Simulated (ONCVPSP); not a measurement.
**Before and after: ONCV potential for osmium**

osmium, optimised norm-conserving Vanderbilt (ONCV), made with ONCVPSP 4.0.1 (BLYP, scalar-relativistic). Core [Kr] 4d10 4f14 5s2, reference 5p6 5d7 6s1. Waves: 6s: rc 2.45 bohr, ncon 4, nbas 7, qcut 2.3 1/bohr, 2 projectors, debl 3.1 Ha; 5p: rc 1.35 bohr, ncon 5, nbas 8, qcut 6.2 1/bohr, 2 projectors, debl 1.5 Ha; 5d: rc 2.10 bohr, ncon 3, nbas 8, qcut 6.6 1/bohr, 3 projectors, debl 2.4 Ha; f scattering state at 0.21 Ha: rc 1.90 bohr, ncon 4, nbas 8, qcut 6.8 1/bohr, 2 projectors, debl 2 Ha. Local part: polynomial inside 1.00 bohr (lpopt 5, dvloc0 0 Ha). Core correction: Teter function, fcfact 2.5, rcfact 1.05.

In the p channel the program set the typed energies aside and used -1.783, 0.250 Ha.

All-electron outer shells of the reference configuration (BLYP, scalar-relativistic, ld1.x):

```csv
shell,level (eV),outermost node (bohr),outermost maximum (bohr)
4f,-49.40,–,0.40
5p,-48.52,0.55,1.03
6s,-5.40,1.21,2.54
5d,-4.60,0.60,1.38
```

Change: core correction Teter function, fcfact 7.1, rcfact 1.05.

Cutoffs: the cutoffs (Ha) at which the residual kinetic energy of the hardest occupied pseudo-wave falls to 1 and 0.1 mHa per electron; they do not see the model core or the augmentation charge, which bear on the density cutoff. Errors are all-electron minus pseudo energies relative to the spin-unpolarised reference configuration.

Task: How do hardness, ghosts and transferability respond?

Result: The potential gets neither clearly harder nor softer (93 Ha and 109 Ha → 93 Ha and 109 Ha); both files keep a bound ghost (s); the errors of the 4 common tests hardly move. A model core, the more so a compact one, raises the density cutoff, which this test does not measure.

```csv
quantity,base,changed
"cutoff, loose",93 Ha,93 Ha
"cutoff, tight",109 Ha,109 Ha
bound ghosts,s,s
GHOST(+) flags under 300 eV,s at 74.4 eV,s at 74.4 eV
"error for 5p6 5d6 6s2, meV [ΔE -0.39 eV]",-12,-12
"error for 5p6 5d6 6s1, meV [ΔE 9.14 eV]",+0.2,+0.1
"error for 5p6 5d6 6s0, meV [ΔE 26.13 eV]",+5.0,+4.8
"error for 5p6 5d6 6s1 6p1, meV [ΔE 4.64 eV]",+3.3,+3.0
s: phases at 2.49 bohr within 0.05 rad from the reference energy up to (Ha; the scan ends near 5),2.7,2.7
p: phases at 1.37 bohr within 0.05 rad from the reference energy up to (Ha; the scan ends near 5),to the end of the scan,to the end of the scan
d: phases at 2.13 bohr within 0.05 rad from the reference energy up to (Ha; the scan ends near 5),to the end of the scan,to the end of the scan
f: phases at 1.92 bohr within 0.05 rad from the reference energy up to (Ha; the scan ends near 5),4.2,4.2
"rms error of d²Exc/dni dnj with the model core, mHa",3.66,2.71
```

 A true bound ghost makes a file unfit for plane-wave use even where its test errors are small: the radial tests pick states by their node count and pass the ghost by.
